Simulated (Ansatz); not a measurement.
These are Ansatz (a quantum-chemistry and plane-wave program) with frozen-core CCSD(T)/cc-pVDZ // B3LYP-D3(BJ)/def2-SVP values and carry that method's errors. The restricted HF reference is unstable towards unrestricted orbitals.

Ansatz 0.2 input:
```yaml
crystal:
  periodic: [false, false, false]
  atoms:
    - { symbol: B, position_ang: [3.147268, -1.036798, -0.337011] }
    - { symbol: C, position_ang: [1.809337, -0.292413, -0.164028] }
    - { symbol: C, position_ang: [0.633441, -1.08467, -0.154439] }
    - { symbol: C, position_ang: [-0.706438, -0.746485, -0.020983] }
    - { symbol: C, position_ang: [-1.788059, -1.658366, -0.030149] }
    - { symbol: C, position_ang: [-2.984805, -0.940109, 0.130182] }
    - { symbol: C, position_ang: [-2.695261, 0.43302, 0.244051] }
    - { symbol: C, position_ang: [-1.298511, 0.606288, 0.156743] }
    - { symbol: C, position_ang: [-0.610511, 1.812027, 0.224255] }
    - { symbol: C, position_ang: [0.76564, 2.042779, 0.144199] }
    - { symbol: C, position_ang: [1.797983, 1.119882, -0.023923] }
    - { symbol: F, position_ang: [3.003215, 1.707198, -0.055882] }
    - { symbol: H, position_ang: [3.115757, -2.238025, -0.453531] }
    - { symbol: H, position_ang: [4.207624, -0.473044, -0.359837] }
    - { symbol: H, position_ang: [0.820073, -2.156624, -0.274219] }
    - { symbol: H, position_ang: [-1.69173, -2.737999, -0.143891] }
    - { symbol: H, position_ang: [-3.983231, -1.3776, 0.161622] }
    - { symbol: H, position_ang: [-3.418687, 1.237243, 0.377457] }
    - { symbol: H, position_ang: [-1.228995, 2.705744, 0.358566] }
    - { symbol: H, position_ang: [1.105893, 3.077949, 0.220821] }
basis:
  gaussian: { orbitals: cc-pVDZ }
correlation:
  method: ccsd_t
```

Output:

```
Functional definition: HF
1928 factors; integrals over basis functions are off by at most 1.1e-3 eV
mean field evaluation 1: about -13801.5812 eV, gradient 4.2e1 eV
mean field evaluation 2: about -13802.1551 eV, gradient 4.2e1 eV
mean field evaluation 4: about -13807.6628 eV, gradient 8.7e0 eV
mean field evaluation 8: about -13807.8918 eV, gradient 4.2e-1 eV
mean field evaluation 16: about -13807.8937 eV, gradient 1.5e-6 eV
mean field -13807.89368297 eV, -507.4307335228 hartree, gradient 1.5e-6 eV, S^2 0.000000; 0 other end points of the search recorded, 0 dependent functions left out; unrestricted orbitals would lower it
12 core orbitals not correlated
reference -13807.89368297 eV, -507.4307335228 hartree; 29, 29 occupied and 167, 167 virtual orbitals, 1928 factors
second order -42.58744162 eV of doubles, -0.00000000 eV of singles
cycle   1  -42.38205816 eV  change    2.1e-1 eV  update   1.9e-1
cycle   2  -43.63389500 eV  change    -1.3e0 eV  update   7.0e-2
cycle   3  -43.98176352 eV  change   -3.5e-1 eV  update   3.4e-2
cycle   4  -44.01244639 eV  change   -3.1e-2 eV  update   1.2e-2
cycle   5  -44.00343477 eV  change    9.0e-3 eV  update   7.0e-3
cycle   6  -44.00507524 eV  change   -1.6e-3 eV  update   3.1e-3
cycle   7  -44.00530978 eV  change   -2.3e-4 eV  update   1.3e-3
cycle   8  -44.00483207 eV  change    4.8e-4 eV  update   6.3e-4
cycle   9  -44.00497376 eV  change   -1.4e-4 eV  update   2.6e-4
cycle  10  -44.00522015 eV  change   -2.5e-4 eV  update   1.3e-4
cycle  11  -44.00499345 eV  change    2.3e-4 eV  update   5.8e-5
cycle  12  -44.00504121 eV  change   -4.8e-5 eV  update   3.0e-5
perturbative correction -2.06253140 eV, -0.0757966310 hartree
Total energy: -13853.96125559 eV, -509.1236855907 hartree
```

Cost: roughly 17 core-minutes.
